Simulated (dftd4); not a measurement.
C2H6Be, charge -1, doublet, at a GFN2-xTB geometry (such geometries of metal compounds can be far from the true shape) (a state made from the parent by changing its charge; the spin is typed, not shown lowest); D4 for tpss in dftd4 4.2.0.

Input for dftd4:
```
$ dftd4 mol.xyz --func tpss --charge -1 --json dftd4.json --noedisp --property

# file mol.xyz
9

Be    -0.49330245     0.64118837    -0.51611087
C      1.24574494     0.06247317    -0.90022893
H      1.26363474    -1.03342580    -1.01743396
H      1.91122315     0.26905777    -0.04599114
H      1.79075906     0.44963440    -1.78247158
C     -1.12804535    -0.21545763     1.02337050
H     -1.11134760    -1.30872602     0.88284988
H     -2.13882794     0.00278119     1.41830932
H     -0.44842916    -0.02616823     1.87033152
```

**Question.** What does dftd4 print? Leave out banner, timings and long lists.

**Answer.** 
```
                    ____  _____ _____     ____  _  _
      -------------|  _ \|  ___|_   _|---|  _ \| || |------------
     |             | | | | |_    | | ___ | | | | || |_           |
     |             | |_| |  _|   | ||___|| |_| |__   _|          |
     |             |____/|_|     |_|     |____/   |_|            |
     |             ===================================           |
     |            E. Caldeweyher, S. Ehlert & S. Grimme          |
     |          Mulliken Center for Theoretical Chemistry        |
     |                    University of Bonn                     |
      -----------------------------------------------------------

Rational (Becke-Johnson) damping: tpss-D4-ATM
---------------------
  s6         1.0000
  s8         1.7660
  s9         1.0000
  a1         0.4282
  a2         4.5426
 alp        16.0000
--------------------

Atomic data, radii in Ångström:
------------------------------------------------------
   Z          R(cov)      r4/r2   hardness         EN
------------------------------------------------------
   4 Be       1.2533     2.0393     0.2570     1.5700
   6 C        1.0000     1.6431     0.4220     2.5500
   1 H        0.4267     1.0622     0.4726     2.2000
------------------------------------------------------

Atomic reference systems (in atomic units):
----------------------------------------------------------------------------
   Z        #      CN     q+Z       C6(AA)   #      CN     q+Z       C6(AA)
----------------------------------------------------------------------------
   4 Be     1  0.0000  4.0000     263.6259   2  0.8748  4.1736     113.8871
            3  1.7569  4.3112      30.1016   4  8.4490  4.3470      13.9911
   6 C      1  0.0000  6.0000      49.3833   2  0.9189  5.8288      52.1688
            3  1.9079  5.8579      35.6972   4  2.8312  5.7775      35.8445
            5  3.7487  5.7435      28.6317   6  2.9183  5.8956      32.2504
            7  0.8556  6.2103      25.6194
   1 H      1  0.0000  1.0000       7.6362   2  0.8942  1.0000       3.0374
----------------------------------------------------------------------------

Atomic properties (in atomic units):
----------------------------------------------------------------------------
     #    Z              CN          q      C6(AA)        C8(AA)   alpha(0)
----------------------------------------------------------------------------
     1    4 Be       1.6255     0.2839     32.5527     1450.3872    12.2969
     2    6 C        3.5806    -0.5544     38.6985     1119.2269     9.1168
     3    1 H        0.9229    -0.0212      3.4541       41.7543     2.9065
     4    1 H        0.9229    -0.0216      3.4622       41.8519     2.9099
     5    1 H        0.9221    -0.0447      3.9650       47.9301     3.1141
     6    6 C        3.5806    -0.5544     38.6985     1119.2269     9.1168
     7    1 H        0.9229    -0.0216      3.4622       41.8519     2.9099
     8    1 H        0.9221    -0.0447      3.9650       47.9301     3.1141
     9    1 H        0.9229    -0.0212      3.4541       41.7543     2.9065
----------------------------------------------------------------------------

Molecular properties (in atomic units):
----------------------------------------
 molecular C6                 854.1411
 molecular C8               20326.9463
----------------------------------------

Dispersion energy:      -6.6948278401295E-03 Eh

[Info] JSON dump of results written to 'dftd4.json'
```
